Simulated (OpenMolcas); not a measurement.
Levels of Cu4+ by method

- Program: OpenMolcas 26.06
- Basis: ANO-RCC-VQZP [7s6p4d3f2g1h]
- Scalar Hamiltonian: DKH2, point nucleus
- Active space: 7 electrons in 10 orbitals (3d 4d)
- State averaging: 2S+1 = 4 even, 10 roots; 2S+1 = 2 even, 40 roots
- Spin-orbit coupling: RASSI with atomic mean-field integrals over the reference wave functions, term energies averaged over their components

Methods on the same reference wave functions:
A. CASSCF
B. SS-CASPT2, IPEA 0.25 Eh, imaginary shift 0.1 Eh (closed shells correlated: 3s 3p)
C. MS-CASPT2, IPEA 0.25 Eh, imaginary shift 0.1 Eh (closed shells correlated: 3s 3p)

Energies in cm-1 above 3d7 4F 9/2, the measured ground level; measured values from Sugar and Musgrove, J. Phys. Chem. Ref. Data 19, 527 (1990).

| Level | A | B | C | Measured |
| --- | --- | --- | --- | --- |
| 3d7 4F 9/2 | 0.0 | 0.0 | 0.0 | 0.0 |
| 3d7 4F 7/2 | 1520 | 1526 | 1526 | 1616 |
| 3d7 4F 5/2 | 2614 | 2610 | 2610 | 2759 |
| 3d7 4F 3/2 | 3356 | 3350 | 3350 | 3528 |
| 3d7 4P 5/2 | 24066 | 20930 | 20930 | 20827 |
| 3d7 4P 3/2 | 24481 | 21140 | 21140 | 21066 |
| 3d7 2G 9/2 | 24744 | 22680 | 22680 | 22575 |
| 3d7 4P 1/2 | 25240 | 22030 | 22030 | 21935 |
| 3d7 2G 7/2 | 26233 | 24150 | 24150 | 24100 |
| 3d7 2P 3/2 | 32467 | 26930 | 26930 | 27016 |
| 3d7 2H 11/2 | 32662 | 30900 | 30900 | 30402 |
| 3d7 2H 9/2 | 33999 | 32230 | 32230 | 31823 |
| 3d7 2P 1/2 | 34139 | 28230 | 28230 | 28367 |
| 3d7 2D 5/2(1) | 35425 | 31280 | 31260 | 30966 |
| 3d7 2D 3/2(1) | 37888 | 33500 | 33520 | 33292 |
| 3d7 2F 5/2 | 55961 | 49770 | 49770 | 49490 |
| 3d7 2F 7/2 | 56646 | 50470 | 50470 | 50072 |
| 3d7 2D 3/2(2) | 86929 | 77880 | 77860 | 76838 |
| 3d7 2D 5/2(2) | 87790 | 78750 | 78760 | 77668 |

Deviations, from unrounded energies. A percentage is the sum of absolute deviations over the sum of measured energies, with the sign that they share, or ± where signs differ.

```csv
Against measurement,Levels,A,B,C
mean absolute deviation (cm-1),18,4000,290,290
fine structure of the ground term (%),3,-5.2,-5.3,-5.3
other terms of the ground configuration (%),15,+13.2,±0.9,±0.9
```

B, C lie about equally close to measurement and A furthest from it. The largest miss of C in the table is 3d7 2D 5/2(2), by +1100 cm-1. The ranking rests on the paired levels alone, and a cruder setting can come out closer through cancelling errors.

Between B and C the level of the table that moves most is 3d7 2D 3/2(2), by 15 cm-1 (lowest in C, highest in B). Moves below CASPT2's spread within the term are not significant.

The two smallest mean deviations differ by little beside CASPT2's spread within terms, so their order carries little weight.

From A to B the spin-free energies of the other terms of 3d7 shown, above 4F, scale by factors of 0.81 to 0.94, as is usual when dynamic correlation screens the repulsion within a d or f shell.

The lowest spin-free term lies below A's lowest term by 0.516 hartree in B, 0.516 hartree in C.

CASPT2 breaks the degeneracy within a term, and the mean is taken; among the terms shown or strongly mixed into the levels shown the widest spread is 1100 cm-1 (3d7 4F, C). Active for correlation alone: 4d; no level in the range computed is led by a configuration that fills it, so any true level of that kind is missing. Without dynamic correlation excited terms often stand tens of per cent too high (terms of higher spin than the ground term too low), and those without a measured partner can miss by more than the paired ones (holds for A). Some levels mix across a computed gap that differs much from the measured one, so their mixing is not that of the real levels (holds for A). The CASPT2 spread within a term exceeds the gap to the next term for 3d7 2H and 3d7 2D(1), so the order of their levels is uncertain (holds for C). Computed and measured levels are paired by configuration, term and J; levels that our copy of the source lacks, or whose pairing is in doubt (as where it misses far off the trend of its configuration), stay unpaired and out of the deviations. Levels of configurations outside the active space are missing.

A number in round brackets counts repeated terms of one configuration in the order of the reference energies.
